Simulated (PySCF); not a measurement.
C₄H₁₀NSi₂ (doublet state).
Z-matrix (Å and degrees, PBE0-D3(BJ)/def2-SVP geometry), rows numbered from 1:
```
C 
C   1  1.3915
C   2  1.3586  1  125.38
C   3  1.3153  2  176.52  1   -88.61
N   4  1.4085  3  126.12  1    97.02
Si  5  1.7571  4  118.30  3  -173.81
Si  5  1.7640  4  116.10  3     1.49
H   1  1.0917  2  120.58  3  -179.37
H   1  1.0923  2  120.95  3     0.42
H   2  1.0999  1  117.45  3   179.19
H   4  1.1025  3  118.50  5   179.13
H   6  1.4966  5  112.34  4    71.49
H   6  1.4890  5  107.81  4  -167.98
H   6  1.4949  5  109.12  4   -47.86
H   7  1.4929  5  110.27  4    59.41
H   7  1.4909  5  106.56  4   179.09
H   7  1.4939  5  111.06  4   -61.32
```

The hyperfine couplings belong to this conformer and change with its torsions.

The species is `C=C/[C]=C/N([SiH3])[SiH3]` [radical].

Method: UKS B3LYP, IGLO-III on C N Si, pcH-1 on H, non-relativistic, mean-field spin-orbit, GIAO (PySCF). Isolated species at its PBE0-D3(BJ)/def2-SVP geometry (one conformer only). No stability test was run, so a lower SCF solution isn't excluded. ⟨S²⟩ is 0.779 where a pure state has 0.75.

Principal values of hyperfine tensors in MHz (contact, dipolar and spin–orbit terms together), for some of the nuclei:

| atom | isotope | A1 | A2 | A3 |
| --- | --- | --- | --- | --- |
| H11 | 1H | 80.98 | 82.12 | 90.29 |
| C1 | 13C | 6.66 | 8.19 | 162.26 |
| C3 | 13C | -2.21 | 11.84 | 139.91 |
| C2 | 13C | -77.10 | -37.67 | -31.44 |
| H8 | 1H | -70.01 | -44.54 | -18.44 |
| H9 | 1H | -65.11 | -44.48 | -18.59 |
| C4 | 13C | -45.83 | -34.17 | -28.15 |
| N5 | 14N | 19.77 | 20.69 | 24.53 |

Split each tensor into its isotropic and traceless parts, and turn a_iso into mT with g = 2.0025.

a_iso = (A1 + A2 + A3)/3, Ti = Ai − a_iso; 1 mT corresponds to 28.028 MHz. The tensors hold a spin–orbit part: the run splits a_iso into a_FC + a_SO, and T includes its anisotropic share.

```tsv
atom	a_iso (MHz)	a_FC	a_SO	a_iso (mT)	T1	T2	T3
H11	84.46	84.46	0.00	3.014	-3.48	-2.34	5.83
C1	59.04	59.14	-0.10	2.106	-52.38	-50.85	103.22
C3	49.84	49.94	-0.10	1.778	-52.06	-38.00	90.06
C2	-48.74	-48.77	0.03	-1.739	-28.37	11.07	17.30
H8	-44.33	-44.34	0.01	-1.582	-25.68	-0.21	25.89
H9	-42.73	-42.73	0.01	-1.524	-22.38	-1.76	24.14
C4	-36.05	-36.06	0.01	-1.286	-9.78	1.88	7.90
N5	21.67	21.67	0.00	0.773	-1.89	-0.97	2.87
```

What spin density at the nucleus of C4 lies behind its contact coupling (g_N = 1.40482)?

a_FC = 800.24 MHz bohr³ × g_N × ρ(0)/(2S). With a_FC = -36.06 MHz and 2S = 1, ρ(0) = -0.03208 bohr⁻³.

H10 (1H, g_N = 5.58569) isn't in the table. Its spin density at the nucleus is 0.003837 bohr⁻³. What is its contact coupling?

By the same relation, a_FC = 17.15 MHz. Its full tensor has the principal values 12.13, 15.54, 23.78 MHz.

Name the largest traceless tensor T of the table and describe it.

C1: -52.4, -50.8, 103.2 MHz, axial, in the ratio −1:−1:+2, the form that spin in one p orbital centred on that nucleus gives.

What first-order splitting does C1 cause when the field lies along A1, A2 or A3 of its tensor (g taken as isotropic, no quadrupole term)?

2 lines (I = 1/2), spaced by |A_i|/(g × 13.996): 0.24, 0.29, 5.79 mT along the axes of A1, A2 and A3.

The run took 88 s wall on x86-64 server, one thread, shared host.

The SMILES draws the unpaired electron on C3; the largest computed Mulliken spin population is on C1 (0.72 against 0.60).
